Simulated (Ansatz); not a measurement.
Gas-phase electronic energies from Ansatz, PBE0-D4/def2-TZVP geometries. CBS: MP2 limit from def2 TZ/QZ plus the TZ coupled-cluster correction, frozen cores. This one scheme is used for every species. Functionals use def2-TZVPP. B3LYP here is the variant with VWN-RPA as its local correlation; programs differ in this.

`[F][Al]1[CH2][O]1` + HCl → `[Cl][Al]1[CH2][O]1` + H–F  (ligand exchange at the Al–F bond)

`[F][Al]1[CH2][O]1`:

Z-matrix (Å, degrees):
```
C
Al 1 1.867
O 1 1.507 2 58.9
H 1 1.090 2 123.7 3 -97.6
H 1 1.090 2 123.7 3 97.6
F 2 1.634 1 168.9 3 -180.0
```

HCl:

Cartesian coordinates in Å:
```
Cl -0.397 0.479 -0.148
H 0.397 -0.479 0.148
```

`[Cl][Al]1[CH2][O]1`:

```xyz
6

Cl    1.822    0.650    2.360
Al    0.581    0.178    0.777
C    -0.461    0.036   -0.769
O    -0.426   -1.073    0.240
H    -0.063   -0.268   -1.737
H    -1.452    0.477   -0.870
```

H–F:

```xyz
2

F    -0.060    0.109   -0.443
H     0.060   -0.109    0.443
```

```tsv
level	ΔE (kJ/mol)
LDA (SPW92)	12.1
ωB97X-V	15.8
BLYP	23.5
B3LYP	20.1
CCSD/def2-SVP	20.2
CCSD/def2-TZVPP	17.2
MP2/def2-QZVPP	13.0
MP2/CBS(def2)	11.0
```

**Question.** What does CCSD(T)/CBS give? (Best estimate.)

**Answer.** Ansatz gave: +13.0 kJ/mol. The listed levels differ from it by -0.9, 2.8, 10.5, 7.1, 7.2, 4.2, 0.0, -2.0 kJ/mol.

**Question.** What do rigid-rotor, harmonic-oscillator terms from PBE0-D4/def2-TZVP frequencies (298.15 K, 1 bar) make of the CCSD(T)/CBS value? (Best estimate.)

**Answer.** The calculation gave: ΔZPE = +4.6 kJ/mol, ΔH = +18.3 kJ/mol, ΔS = -1 J/(mol·K), ΔG = +18.5 kJ/mol.

Largest T1 diagnostic among the species: 0.015.

Leaving LDA and LC-ωPBE aside and taking each functional with its dispersion term where it has one, the values, not all of them listed here, spread over 13.4 kJ/mol, from HSE06-D4 to CAM-B3LYP-D4. The D4 term adds −3.0 kJ/mol with B3LYP and −1.7 kJ/mol with PBE0; it sums over pairs of atoms, weighted by their polarisabilities, and B3LYP, whose exchange is more repulsive, gets the larger term.
